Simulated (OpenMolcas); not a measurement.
# Ge IV: effect of correlating more closed shells

```
Program             : OpenMolcas
Basis               : ANO-R1 [5s4p3d1f]
Scalar Hamiltonian  : X2C, finite nucleus
Active space        : 1 electron in 4 orbitals (4s 4p)
State averaging     : 2S+1 = 2 even, 1 root; 2S+1 = 2 odd, 3 roots
Spin-orbit coupling : RASSI with atomic mean-field integrals over the reference wave functions, term energies averaged over their components
```

Methods on the same reference wave functions:
A. CASSCF
B. SS-CASPT2, IPEA 0.25 Eh, imaginary shift 0.1 Eh (closed shells correlated: 3d)
C. SS-CASPT2, IPEA 0.25 Eh, imaginary shift 0.1 Eh (closed shells correlated: 3s 3p 3d)

Energies in cm-1 above 4s 2S 1/2, the measured ground level; measured values from Sugar and Musgrove, J. Phys. Chem. Ref. Data 22, 1213 (1993).

| Level | A | B | C | Measured |
| --- | --- | --- | --- | --- |
| 4s 2S 1/2 | 0.0 | 0.0 | 0.0 | 0.0 |
| 4p 2P* 1/2 | 76469 | 76698 | 77156 | 81311 |
| 4p 2P* 3/2 | 79154 | 79383 | 79841 | 84102 |

Deviations, from unrounded energies. A percentage is the sum of absolute deviations over the sum of measured energies, with the sign that they share, or ± where signs differ.

| Against measurement | Levels | A | B | C |
| --- | --- | --- | --- | --- |
| mean absolute deviation (cm-1) | 2 | 4900 | 4700 | 4200 |
| other configurations (%) | 2 | -5.9 | -5.6 | -5.1 |

C lies closest to measurement on these levels and A furthest from it. The largest miss of C in the table is 4p 2P* 3/2, by -4300 cm-1. The ranking rests on the paired levels alone, and a cruder setting can come out closer through cancelling errors.

Between B and C the level of the table that moves most is 4p 2P* 1/2, by 460 cm-1 (lowest in B, highest in C).

The lowest spin-free term lies below A's lowest term by 0.350 hartree in B, 0.433 hartree in C.

What an inner shell adds also hangs on whether the basis holds functions to correlate it.

The basis is small and was not contracted for so high a charge. With one active electron the reference holds no correlation, so core polarisation is missing (holds for A). With one active electron, CASPT2 adds the correlation within the correlated inactive shells and between them and that electron, and leaves the splitting within a term as the reference gives it (holds for B; C). Measured partners are found by configuration, term and J. A level has none where our copy of the source lacks it or the pairing is in doubt (some pairs that miss far off the trend of their configuration count as doubtful), and it then counts in no deviation. Only configurations of the active space appear.

* marks odd parity.
